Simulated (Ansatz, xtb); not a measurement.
# Two isomers of Cl3GeHSe

We compare I, `[Cl][Ge]([Cl])([Cl])[SeH]`, a singlet, with II, `Cl[Se][GeH]([Cl])[Cl]`, a singlet. Both are isolated molecules in the gas phase, relaxed with PBE0-D4/def2-SVP; the shapes shown needn't be the lowest conformers.

I (Å):

```yaml
atoms:
  - { symbol: Cl, position_ang: [-0.8594, -1.0323, 1.7841] }
  - { symbol: Cl, position_ang: [2.2126, -1.1607, 0.1599] }
  - { symbol: Cl, position_ang: [-0.7629, -1.3423, -1.6309] }
  - { symbol: Ge, position_ang: [0.2129, -0.4187, 0.0358] }
  - { symbol: Se, position_ang: [0.3532, 1.8892, -0.1701] }
  - { symbol: H, position_ang: [-1.1145, 2.0009, -0.2249] }
```

II (Å):

```xyz
6

Cl   -0.6652   -1.6404   -3.3365
Cl   -2.7650   -0.0902    1.1626
Cl   -4.2399   -1.8784   -1.4399
Ge   -2.3711   -1.3532   -0.5310
Se   -1.0793    0.0050   -1.9405
H    -1.6531   -2.6369   -0.1118
```

**Question.** Estimate E(II) − E(I) at the level CCSD(T)/def2-SVP + ΔMP2/def2-TZVPP.

**Answer.** Calculated at CCSD(T)/def2-SVP + ΔMP2/def2-TZVPP: E(II) − E(I) = +31.8 kcal/mol, so structure I lies lower.

Level by level:

| level | geometry | E(II) − E(I) (kcal/mol) | departure from the last row (kcal/mol) | job, with rough time for the two |
| --- | --- | --- | --- | --- |
| GFN2-xTB | GFN2-xTB | +16.3 | −15.5 | optimisation, 0.14 s |
| HF/STO-3G | GFN2-xTB | +28.8 | −3.1 | single point, 0.66 s |
| r2SCAN-D4/def2-SVP | GFN2-xTB | +34.4 | +2.6 | single point, 2.8 s |
| PBE0-D4/def2-SVP | PBE0-D4/def2-SVP | +32.6 | +0.7 | optimisation, 28 s |
| HF/def2-SVP | PBE0-D4/def2-SVP | +34.3 | +2.5 | part of the CCSD(T) run |
| MP2/def2-SVP | PBE0-D4/def2-SVP | +36.8 | +5.0 | part of the CCSD(T) run |
| CCSD(T)/def2-SVP | PBE0-D4/def2-SVP | +34.3 | +2.4 | single point |
| CCSD(T)/def2-SVP + ΔMP2/def2-TZVPP | PBE0-D4/def2-SVP | +31.8 |  | single point, 32 s |

As drawn, II has 1 Cl–Se, 1 Ge–H in place of 1 Cl–Ge, 1 Se–H.

None of the levels shown reverses the order. The largest departure from CCSD(T)/def2-SVP + ΔMP2/def2-TZVPP is that of GFN2-xTB, 15.5 kcal/mol. The last row adds to CCSD(T) the change of the MP2 difference between the two basis sets, here −2.4 kcal/mol.

With thermal terms from frequencies at re-optimised GFN2-xTB minima (ideal gas, soft modes damped towards free rotors, one conformer each, 298.15 K, 1 atm): on the last row, ΔE + ΔZPE = +32.0, ΔH = +31.7, ΔG = +32.3 kcal/mol.

The correlated steps freeze 33 core orbitals; the filled d shell of Ge and Se is correlated, in a basis made for valence electrons. Codes used: Ansatz 0.2.0, xtb 6.7.1; the last row on 2 threads of Intel(R) Xeon(R) 6975P-C (Granite Rapids) on a shared host.
